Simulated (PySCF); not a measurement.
**How methods differ on the ionisation energy of W⁵²⁺**

W⁵²⁺ [Ar] 3d4 [3d3/2^4, M_J = 0] → W⁵³⁺ [Ar] 3d3 [3d3/2^3, M_J = 3/2], as a difference of total energies. Calculation: PySCF 2.14, in an even-tempered Gaussian basis (15 s from 14 bohr⁻², ratio 2.8; 12 p from 18 bohr⁻², ratio 2.8; 8 d from 18 bohr⁻², ratio 2.8; 3 f from 60 bohr⁻², ratio 3); the two-component X2C-1e Hamiltonian. Correlated levels: [Ne] frozen; the 72 highest virtual spinors dropped. "Screened" scales the spin-orbit matrix elements by Boettger's factors to mimic the two-electron term; Breit and QED terms are absent.

```json
{"method": "GHF (spin-free)", "ionisation energy (eV)": "4888.1"}
{"method": "GMP2 (spin-free)", "ionisation energy (eV)": "4888.1"}
{"method": "GHF (screened spin-orbit)", "ionisation energy (eV)": "4922.4"}
{"method": "GMP2 (screened spin-orbit)", "ionisation energy (eV)": "4923.3"}
```

Breit and QED terms and the two-electron picture change are absent.

The spin-free rows relax to the high-spin LS determinant and lack the spin-orbit shift.

The labels give the starting determinants; with spin-orbit coupling the two ends relaxed to ⟨J²⟩ = 0.00, ⟨L²⟩ = 2.46, ⟨S²⟩ = 2.46 and ⟨J²⟩ = 3.76, ⟨L²⟩ = 7.65, ⟨S²⟩ = 2.08.

For comparison: 4927 ± 4 eV (semi-empirical (NIST evaluation); NIST Atomic Spectra Database, ionization energies).
